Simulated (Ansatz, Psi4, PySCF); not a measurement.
CsF (SMILES [F][Cs]), singlet, geometry from GFN2-xTB (such geometries of metal compounds can be far from the true shape) (core potentials on Cs). Base run: B3LYP5/def2-SVPD (PySCF).

Input for PySCF:
```python
from pyscf import gto, scf, dft

mol = gto.Mole()
mol.atom = '''
    Cs   -0.000000   -0.000000   -0.324136
    F     0.000000    0.000000    1.980834
'''
mol.basis = 'def2-svpd'
mol.ecp = {'Cs': 'def2-svpd'}
mol.charge = 0
mol.spin = 0
mol.verbose = 4
mol.build()

mf = dft.RKS(mol)
mf.xc = 'b3lyp5'
mf.kernel()
```

The same geometry, method and basis name were run in Ansatz (an electronic-structure program) and Psi4 and PySCF, at each program's defaults and at the settings that a row names. The base is PySCF at its defaults. Differences at the defaults can come from grids, fitting, cores and function types together.

```tsv
code and settings	ΔE vs base (µEh)	basis functions	E (Eh)	SCF cycles	dipole (D)
PySCF, defaults (exact integrals, its default grid, spherical functions)	0.0	50	-119.91845	9	7.71
Psi4, defaults (density fitting with its default set, its default grid, spherical functions)	-52.6	50	-119.91850	8	7.71
Ansatz, defaults (factorised integrals, its default grid, spherical functions)	40.0	50	-119.91841	-	-
PySCF, density fitting with def2-universal-jkfit	8.2	50	-119.91844	9	7.71
PySCF, fine grid	32.3	50	-119.91842	9	7.71
Psi4, exact integrals, spherical functions, fine grid	30.7	50	-119.91842	10	7.71
Ansatz, high accuracy	32.2	50	-119.91842	-	-
```
